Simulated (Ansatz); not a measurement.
`[NH2][Sn]([F])([F])[Cl]` + HI → `[F][Sn]([F])([Cl])[I]` + NH₃  (ligand exchange at the Sn–N bond)

Gas-phase electronic energies from Ansatz, PBE0-D4/def2-TZVP geometries. CCSD(T)/CBS adds triple-zeta CCSD(T) − MP2 to the extrapolated MP2 energy (def2 sets, frozen cores). This one scheme is used for every species. Functionals use def2-TZVPP. B3LYP here is the variant with VWN-RPA as its local correlation; programs differ in this. HSE06 is defined as in plane-wave codes. Elements past krypton have def2 core potentials. For I, Sn outer-core shells are correlated without core-valence functions, which leaves a few kJ/mol of doubt a bond. One conformer a species, not always the lowest.

`[NH2][Sn]([F])([F])[Cl]`:

Cartesian coordinates in Å:
```
N -0.090 -0.948 0.965
Sn 0.060 0.313 -0.561
F -0.336 -0.583 -2.180
F -1.244 1.696 -0.534
Cl 2.137 1.245 -0.737
H 0.512 -0.688 1.737
H -1.039 -1.036 1.309
```

HI:

```xyz
2

I    -0.436    0.347    0.581
H     0.436   -0.347   -0.581
```

`[F][Sn]([F])([Cl])[I]`:

Cartesian coordinates in Å:
```
F -0.011 1.867 0.488
Sn 0.002 0.023 0.062
F 1.077 -0.756 1.411
Cl -2.122 -0.762 0.339
I 1.054 -0.372 -2.300
```

NH₃:

Z-matrix (Å, degrees):
```
N
H 1 1.013
H 1 1.013 2 107.1
H 1 1.013 2 107.1 3 -114.5
```

```
             level  ΔE (kcal/mol)  difference from CCSD(T)/CBS
       LDA (SPW92)          -22.3                          1.7
            PBE-D4          -24.0                          0.0
         revPBE-D4          -23.4                          0.6
           BLYP-D4          -23.5                          0.5
         r2SCAN-D4          -23.8                          0.2
            B97M-V          -22.9                          1.1
           PBE0-D4          -24.3                         -0.3
          B3LYP-D4          -24.0                          0.0
        r2SCANh-D4          -24.0                          0.0
        r2SCAN0-D4          -24.3                         -0.3
          HSE06-D4          -24.4                         -0.4
          BHLYP-D4          -24.9                         -0.9
           ωB97X-V          -22.2                          1.8
           ωB97M-V          -22.7                          1.3
            B2PLYP          -22.8                          1.2
          PBE-QIDH          -23.4                          0.6
               PBE          -23.6                          0.4
            revPBE          -23.7                          0.3
              BLYP          -22.9                          1.1
            r2SCAN          -23.8                          0.2
             B3LYP          -23.2                          0.8
           r2SCANh          -23.9                          0.1
           r2SCAN0          -24.2                         -0.2
             BHLYP          -23.4                          0.6
         CAM-B3LYP          -21.7                          2.3
           LC-ωPBE          -21.5                          2.5
RPA@PBE/def2-TZVPP          -19.3                          4.7
       HF/def2-SVP          -24.1                         -0.1
     CCSD/def2-SVP          -21.9                          2.1
  CCSD(T)/def2-SVP          -21.8                          2.2
    MP2/def2-TZVPP          -22.5                          1.5
SCS-MP2/def2-TZVPP          -21.6                          2.4
   CCSD/def2-TZVPP          -20.6                          3.4
CCSD(T)/def2-TZVPP          -20.6                          3.4
     HF/def2-QZVPP          -23.7                          0.3
    MP2/def2-QZVPP          -24.6                         -0.6
SCS-MP2/def2-QZVPP          -23.5                          0.5
      HF/CBS(def2)          -23.8                          0.2
     MP2/CBS(def2)          -25.9                         -1.9
    CCSD/CBS(def2)          -24.0                          0.0
       CCSD(T)/CBS          -24.0                            0
```

Largest T1 diagnostic among the species: 0.013.

At CCSD(T), def2-SVP lies +2.2 kcal/mol from the extrapolated value and def2-TZVPP +3.4 kcal/mol. The D4 term adds −0.8 kcal/mol with B3LYP and −0.4 kcal/mol with PBE0; it sums over pairs of atoms, weighted by their polarisabilities, and B3LYP, whose exchange is more repulsive, gets the larger term.

CCSD(T)/CBS has its own doubt, a few kJ/mol and more with outer-core shells, so smaller differences from it don't rank the levels.
